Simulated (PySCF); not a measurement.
B(H)(NCO)2 (C2HBN2O2), SMILES N(=C=O)BN=C=O.

Geometry optimised at TPSSh-D3(BJ)/def2-SVP. The structure was generated by enumeration, and PubChem lists no compound with its InChIKey, so it may never have been made. The values are those of a single conformer.

Method: r2SCAN/def2-TZVP in PySCF.

Symmetry labels are those of the subgroup C2v that the program uses (full group C2v).

Computed valence orbital energies around the gap with their symmetry:
| orbital | symmetry | energy (eV) |
|---|---|---|
| HOMO−7 | B1 | -12.42 |
| HOMO−6 | A2 | -12.23 |
| HOMO−5 | B2 | -12.07 |
| HOMO−4 | A1 | -10.96 |
| HOMO−3 | B1 | -9.20 |
| HOMO−2 | A2 | -8.14 |
| HOMO−1 | B2 | -8.12 |
| HOMO | A1 | -7.74 |
| LUMO | B1 | -2.68 |
| LUMO+1 | A1 | -0.30 |
| LUMO+2 | B2 | 0.12 |
| LUMO+3 | A2 | 0.57 |
